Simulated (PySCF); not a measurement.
A side-by-side comparison of computed properties.

First species: C₅H₈F₂Si.
Geometry (GFN2-xTB, Å), atoms numbered from 1 in this order:
```xyz
16
C5H8F2Si angstrom
F      3.006   -0.668    0.832
C      2.248   -0.069   -0.130
F      2.967    1.011   -0.551
Si     0.545    0.501    0.610
C     -0.610    1.151   -0.759
C     -1.744    0.165   -0.764
C     -1.719   -0.853    0.078
C     -0.557   -0.999    1.020
H      2.203   -0.768   -0.977
H      0.846    1.417    1.709
H     -0.994    2.151   -0.552
H     -0.151    1.203   -1.747
H     -2.553    0.321   -1.462
H     -2.507   -1.591    0.120
H     -0.915   -0.996    2.050
H     -0.072   -1.966    0.871
```

Second species: C4H3Cl3.
Bonds: C1–C2, C2–C3 (triple), C3–C4, C4–Cl5, C4–Cl6, C4–Cl7. Hydrogens: H8, H9, H10 on C1.

Levels: B3LYP/def2-SVPD for HOMO energy, LUMO energy, HOMO–LUMO gap and static isotropic polarisability; TDDFT B3LYP/def2-SVPD for lowest singlet excitation; TDA B3LYP/def2-SVPD for lowest triplet excitation (Tamm–Dancoff). Geometries: GFN2-xTB. Each structure is a single optimised conformer of the isolated species, non-relativistic unless stated. Electronic properties by PySCF.

**Question.** Which of the two has the higher T1 energy, and by how much?

**Answer.** The second: 4.74 eV against 4.53 eV, a difference of 0.21 eV.

**Question.** Which has the higher LUMO energy?

**Answer.** The first: 0.09 eV against -1.20 eV, a difference of 1.29 eV.

**Question.** Which has the higher S1 energy?

**Answer.** The first: 6.38 eV against 5.51 eV, a difference of 0.87 eV.

**Question.** Which of the two has the higher HOMO energy, and by how much?

**Answer.** The first: -7.16 eV against -8.00 eV, a difference of 0.84 eV.

**Question.** Which of the two has the higher static isotropic polarisability, and by how much?

**Answer.** The second: 94.1 au against 83.2 au, a difference of 10.9 au.

**Question.** Which of the two has the higher HOMO–LUMO gap, and by how much?

**Answer.** The first: 7.25 eV against 6.80 eV, a difference of 0.45 eV.

On the first: S1 lies 0.87 eV below the HOMO–LUMO gap; its leading configuration is HOMO→LUMO+1, weight 0.99. The principal polarisabilities are 69.0, 88.6 and 92.1 au; their mean is the isotropic value.

On the second: S1 lies 1.29 eV below the HOMO–LUMO gap. The vertical singlet–triplet gap S1 − T1 is 0.77 eV (TDDFT singlet less Tamm–Dancoff triplet).
